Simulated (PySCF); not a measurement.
C$_{2}$H$_{2}$, charge -1, doublet, at a GFN2-xTB geometry (a state made from the parent by changing its charge; the spin is typed, not shown lowest) (in this run its highest filled SCF level lies above zero, so its values depend strongly on the basis, on diffuse functions most of all); B3LYP/def2-SVP in PySCF.

Here is a job for PySCF.
```python
from pyscf import gto, scf, dft

mol = gto.Mole()
mol.atom = '''
    C    -0.56204551    0.17493404   -0.26216513
    C     0.63485961   -0.02704543    0.10700208
    H    -1.59838304   -0.21079882    0.03986737
    H     1.16149843   -0.67653281    0.89111090
'''
mol.basis = 'def2-svp'
mol.charge = -1
mol.spin = 1
mol.verbose = 4
mol.build()

mf = dft.UKS(mol)
mf.xc = 'b3lyp'
mf.grids.atom_grid = (30, 110)
mf.kernel()
```

The log (banner, timings and long lists left out):

```
PySCF version 2.14.0

[INPUT] verbose = 4
[INPUT] num. atoms = 4
[INPUT] num. electrons = 15
[INPUT] charge = -1
[INPUT] spin (= nelec alpha-beta = 2S) = 1
[INPUT] symmetry False subgroup None
[INPUT] Mole.unit = angstrom
[INPUT] Symbol           X                Y                Z      unit          X                Y                Z       unit  Magmom
[INPUT]  1 C     -0.562045510000   0.174934040000  -0.262165130000 AA   -1.062112083441   0.330577425464  -0.495420295111 Bohr   0.0
[INPUT]  2 C      0.634859610000  -0.027045430000   0.107002080000 AA    1.199710790448  -0.051108455621   0.202204625959 Bohr   0.0
[INPUT]  3 H     -1.598383040000  -0.210798820000   0.039867370000 AA   -3.020506187750  -0.398352037181   0.075338410607 Bohr   0.0
[INPUT]  4 H      1.161498430000  -0.676532810000   0.891110900000 AA    2.194913926812  -1.278461725182   1.683955547615 Bohr   0.0

nuclear repulsion = 23.5685331703471
number of shells = 18
number of NR pGTOs = 62
number of NR cGTOs = 38
basis = def2-svp
ecp = {}

******** <class 'pyscf.dft.uks.UKS'> ********
method = UKS
initial guess = minao
damping factor = 0
level_shift factor = 0
DIIS = <class 'pyscf.scf.diis.CDIIS'>
diis_start_cycle = 1
diis_space = 8
diis_damp = 0
SCF conv_tol = 1e-09
SCF conv_tol_grad = None
SCF max_cycles = 50
direct_scf = True
direct_scf_tol = 1e-13
number electrons alpha = 8  beta = 7
XC library pyscf.dft.libxc version 7.1.2
    S. Lehtola, C. Steigemann, M. J. T. Oliveira, and M. A. L. Marques,  SoftwareX 7, 1–5 (2018)
XC functionals = b3lyp
    P. J. Stephens, F. J. Devlin, C. F. Chabalowski, and M. J. Frisch,  J. Phys. Chem. 98, 11623 (1994)
radial grids:
    Treutler-Ahlrichs [JCP 102, 346 (1995); DOI:10.1063/1.469408] (M4) radial grids

becke partition: Becke, JCP 88, 2547 (1988); DOI:10.1063/1.454033
pruning grids: <function nwchem_prune>
grids dens level: 3
symmetrized grids: False
atomic radii adjust function: <function treutler_atomic_radii_adjust>
User specified grid scheme (30, 110)
small_rho_cutoff = 0
Set gradient conv threshold to 3.16228e-05
tot grids = 9840
init E= -77.2068532155919

cycle= 1 E= -77.1093783528861  delta_E= 0.0975  |g|= 0.358  |ddm|= 1.63
cycle= 2 E= -77.074948389272  delta_E= 0.0344  |g|= 0.438  |ddm|= 2.06
cycle= 3 E= -77.1963857478032  delta_E= -0.121  |g|= 0.00828  |ddm|= 1.21
cycle= 4 E= -77.1964769289937  delta_E= -9.12e-05  |g|= 0.0029  |ddm|= 0.0403
cycle= 5 E= -77.1964842720839  delta_E= -7.34e-06  |g|= 0.000837  |ddm|= 0.00874
cycle= 6 E= -77.1964851236866  delta_E= -8.52e-07  |g|= 0.000104  |ddm|= 0.00334
cycle= 7 E= -77.1964851277042  delta_E= -4.02e-09  |g|= 0.000139  |ddm|= 0.000658
cycle= 8 E= -77.1964851382848  delta_E= -1.06e-08  |g|= 3.36e-05  |ddm|= 0.000189
cycle= 9 E= -77.1964851391524  delta_E= -8.68e-10  |g|= 4.6e-06  |ddm|= 9.36e-05
Extra cycle  E= -77.1964851391781  delta_E= -2.57e-11  |g|= 2.87e-06  |ddm|= 3.06e-05
converged SCF energy = -77.1964851391781  <S^2> = 0.75479769  2S+1 = 2.0047919
```
